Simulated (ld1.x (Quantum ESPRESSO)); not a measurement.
Logarithmic derivatives: nitrogen (N), TM

N, norm-conserving Troullier–Martins (Kleinman–Bylander form), made with ld1.x (Quantum ESPRESSO) 7.5 (PBEsol, scalar-relativistic). Core [He], reference 2s2 2p2 (charge +1). Waves: 2s (bound): rc 0.85 bohr; 2p (bound): rc 1.55 bohr. Local part: all-electron potential smoothed inside 0.80 bohr (lloc = -1). Core correction: none.

The phase is arctan(r·u′/u) with u = r·R(r), unwrapped; energies in Ry, scanned from -4 to 5 Ry. A pole is an energy at which the radial function vanishes at the test radius. The pseudo phase is shifted by a multiple of π to meet the all-electron one at the reference energy, and phase errors are pseudo minus all-electron; the curves can meet again beyond the range given. Levels narrower than the energy grid can be missing from the lists of poles.

| channel | radius (bohr) | reference energy (Ry) | poles, all-electron | poles, pseudo | unbroken range about the reference energy with phases within 0.05 rad | phase error 1 Ry above the reference energy (rad) |
| --- | --- | --- | --- | --- | --- | --- |
| s | 1.71 | -2.37 | -0.97 | -0.97 | below 3.5 | -0.001 |
| p | 1.71 | -1.51 | -0.31 | -0.30 | below 2.9 | +0.002 |

Phases in the s channel:

```
E (Ry)  all-electron  pseudo
 -4.00         0.974   0.974
 -3.76         0.880   0.879
 -3.52         0.739   0.738
 -3.28         0.516   0.515
 -3.04         0.160   0.159
 -2.80        -0.318  -0.319
 -2.56        -0.756  -0.756
 -2.32        -1.050  -1.050
 -2.08        -1.234  -1.234
 -1.84        -1.353  -1.354
 -1.60        -1.436  -1.437
 -1.36        -1.498  -1.498
 -1.12        -1.545  -1.546
 -0.88        -1.584  -1.585
 -0.64        -1.617  -1.618
 -0.40        -1.645  -1.646
 -0.16        -1.670  -1.672
  0.08        -1.694  -1.696
  0.32        -1.716  -1.719
  0.56        -1.738  -1.741
  0.80        -1.759  -1.763
  1.04        -1.781  -1.785
  1.28        -1.803  -1.808
  1.52        -1.826  -1.833
  1.76        -1.851  -1.859
  2.00        -1.878  -1.888
  2.24        -1.908  -1.921
  2.48        -1.942  -1.958
  2.72        -1.980  -2.001
  2.96        -2.025  -2.052
  3.20        -2.078  -2.114
  3.44        -2.143  -2.191
  3.68        -2.223  -2.288
  3.92        -2.323  -2.414
  4.16        -2.451  -2.577
  4.40        -2.614  -2.786
  4.64        -2.818  -3.038
  4.88        -3.058  -3.312
```
